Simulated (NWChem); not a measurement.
Molecule: CH₃BClIO; SMILES B(OC)(I)Cl

```xyz
8

B     -0.0450     0.9995     0.0000
Cl     1.3909     2.0070     0.0000
I      0.1916    -1.1460     0.0000
O     -1.2311     1.5935     0.0000
C     -2.5209     1.0302     0.0000
H     -3.0567     1.3808     0.8937
H     -3.0567     1.3808    -0.8937
H     -2.4865    -0.0699     0.0000
```
Atoms are numbered in this order, from 1.

All runs: NWChem. Medium grid unless said otherwise, to which SCAN and Minnesota functionals are sensitive. Coordinates come from a PBE0/def2-SVP optimisation. No frequency run checked for a minimum. def2 effective core potentials on I; no spin-orbit coupling. Total energies of different functionals are on different scales.

```tsv
level	energy (Ha)	highest occupied level (eV)	orbital gap (eV)	dipole (D)
B3LYP/def2-SVP	-897.8601	-7.24	6.76	2.42
PBE/def2-SVP	-897.3743	-6.34	5.07	2.40
BP86/def2-SVP	-897.9219	-6.45	5.12	2.43
LDA (Slater exchange, PW92)/def2-SVP	-894.6599	-6.49	5.01	2.41
SCAN/def2-SVP	-897.8345	-6.70	5.62	2.58
r2SCAN0/def2-SVP	-897.7155	-7.80	7.58	2.58
OLYP/def2-SVP	-897.9987	?	5.11	2.38
BLYP/def2-SVP	-897.6352	-6.08	5.06	2.32
TPSS/def2-SVP	-897.6839	-6.48	5.30	2.52
```

Problem. What belongs in the gaps?

Solution. 
- OLYP/def2-SVP, highest occupied level (eV): -6.16
